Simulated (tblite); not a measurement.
C5H7O2 (doublet state).
Cartesian coordinates in Å at the GFN2-xTB level; atoms count from 1:
```
atom  x, y, z in Å
C1     2.2832   -0.1231    0.8758
O2     1.1224   -0.8965    0.6830
C3    -0.0329   -0.1923    0.4814
C4    -1.2627   -0.8984   -0.0179
C5    -1.8951    0.2129   -0.8034
C6    -1.0853    1.2748   -0.7765
O7     0.0549    1.0710   -0.0713
H8     2.5092    0.4734   -0.0132
H9     3.0890   -0.8297    1.0642
H10    2.1692    0.5492    1.7319
H11   -1.9004   -1.2496    0.8028
H12   -1.0196   -1.7822   -0.6277
H13   -2.8365    0.1361   -1.3080
H14   -1.1962    2.2538   -1.2031
```

Computed with GFN2-xTB (tblite): harmonic, unscaled wavenumbers at the GFN2-xTB geometry, gas phase. This tight-binding method is rough: wavenumbers can miss measured ones by several per cent, in bad cases by 10 to 20. One conformer, not necessarily the lowest. Open shells enter through the occupations alone, without spin polarisation, and single modes of such species can be off by tens of per cent.

Harmonic wavenumbers (cm⁻¹): 56.8, 119.2, 186.5, 213.1, 358.9, 436.0, 500.2, 611.1, 733.0, 797.5, 805.2, 844.2, 940.8, 1000.0, 1039.6, 1065.5, 1084.6, 1114.6, 1121.3, 1149.4, 1193.1, 1221.7, 1277.1, 1319.5, 1400.7, 1451.4, 1454.2, 1474.1, 1611.3, 2809.2, 2890.1, 2931.1, 2952.9, 3028.6, 3148.2, 3178.1.

A = 6708, B = 2120, C = 1665 MHz; mass 99.045 u (most abundant isotopes); point group C1, symmetry number 1; spin multiplicity 2.

**Question.** What is the zero-point energy?

**Answer.** ½Σν̃ = 23759 cm⁻¹ = 67.93 kcal/mol.

**Question.** Give the ideal-gas entropy at 298.15 K and 1 bar in the rigid-rotor, harmonic-oscillator model (classical rotation).

**Answer.** Translation 39.72, rotation 27.01, vibration 16.67, spin (R ln 2) 1.38: S = 84.8 cal/(mol K).

**Question.** And Cp and H(298.15 K) − H(0)?

**Answer.** Cp = 27.04 cal/(mol K), of which vibrations give 19.09 (their classical limit is 36 R = 71.5); H(298.15 K) − H(0) = 5.06 kcal/mol without the zero-point energy, 2.69 from vibrations.

**Question.** What must be added to the electronic energy to get the Gibbs energy at 298.15 K and 1 bar?

**Answer.** ZPE + [H(298.15 K) − H(0)] − T·S = 67.93 + 5.06 − 25.27 = 47.72 kcal/mol.

**Question.** How do the functions run with temperature in this model?

**Answer.** 
```json
{"T (K)": "50", "S (cal/(mol K))": "55.5", "Cp (cal/(mol K))": "10.8", "H − H(0) (kcal/mol)": "0.45", "G − H(0) (kcal/mol)": "-2.32", "ln q(vib)": "0.26"}
{"T (K)": "100", "S (cal/(mol K))": "64.0", "Cp (cal/(mol K))": "14.0", "H − H(0) (kcal/mol)": "1.08", "G − H(0) (kcal/mol)": "-5.33", "ln q(vib)": "0.91"}
{"T (K)": "373.15", "S (cal/(mol K))": "91.5", "Cp (cal/(mol K))": "32.8", "H − H(0) (kcal/mol)": "7.31", "G − H(0) (kcal/mol)": "-26.82", "ln q(vib)": "5.00"}
{"T (K)": "500", "S (cal/(mol K))": "102.3", "Cp (cal/(mol K))": "41.3", "H − H(0) (kcal/mol)": "12.02", "G − H(0) (kcal/mol)": "-39.12", "ln q(vib)": "7.03"}
{"T (K)": "750", "S (cal/(mol K))": "121.4", "Cp (cal/(mol K))": "53.0", "H − H(0) (kcal/mol)": "23.92", "G − H(0) (kcal/mol)": "-67.14", "ln q(vib)": "11.09"}
{"T (K)": "1000", "S (cal/(mol K))": "137.7", "Cp (cal/(mol K))": "60.4", "H − H(0) (kcal/mol)": "38.15", "G − H(0) (kcal/mol)": "-99.59", "ln q(vib)": "15.01"}
```

q(vib) and H(0) count from the zero-point level.

**Question.** Which modes carry the vibrational entropy at 298.15 K?

**Answer.** 56.8 cm⁻¹: 4.57; 119.2 cm⁻¹: 3.11; 186.5 cm⁻¹: 2.26; 213.1 cm⁻¹: 2.02; 358.9 cm⁻¹: 1.13; 436.0 cm⁻¹: 0.84 cal/(mol K); the other 30 give 2.74 together.

Hindered rotation and anharmonicity are outside this model. Other conformers, if any are populated, would add a mixing term that is left out. The structure is chiral; the term R ln 2 for an equal mix with its mirror image is left out.
